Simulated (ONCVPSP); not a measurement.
# I: excitation energies, all-electron against ONCV

```json
{
  "Element": "iodine",
  "Generator": "ONCVPSP 4.0.1",
  "Type": "optimised norm-conserving Vanderbilt (ONCV)",
  "Functional": "PBE",
  "Relativity": "scalar-relativistic",
  "Frozen core": "[Kr] 4d10",
  "Valence charge": "7",
  "Reference configuration": "5s2 5p5",
  "Partial waves": "5s: rc 1.75 bohr, ncon 4, nbas 8, qcut 3.1 1/bohr, 3 projectors, debl 0.6 Ha; 5p: rc 1.75 bohr, ncon 4, nbas 8, qcut 4.2 1/bohr, local; d scattering state at 0.04 Ha: rc 2.15 bohr, ncon 4, nbas 9, qcut 4.4 1/bohr, 2 projectors, debl 4 Ha",
  "Local potential": "the p channel",
  "Core correction": "none"
}
```

In the s channel the program set the typed energies aside and used -0.640, 0.250, 0.850 Ha.

Energies are relative to the spin-unpolarised reference configuration 5s2 5p5; without spin polarisation the order of configurations can differ from experiment.

Give the all-electron excitation energy and the error of the potential for: 5s2 5p4; 5s2 5p3; 5s2 5p2; 5s2 5p4.5.

```tsv
valence configuration	charge	ΔE all-electron (eV)	error AE − PS (meV)
5s2 5p4	+1	11.131	-4.5
5s2 5p3	+2	30.978	-19
5s2 5p2	+3	60.307	-50
5s2 5p4.5	+0.5	4.532	-1.5
```

Note: ghosts flagged at negative energy: s at -166.0 eV, d at -448.8 eV; GHOST(+) flags only above 600 eV. A true bound ghost makes a file unfit for plane-wave use.
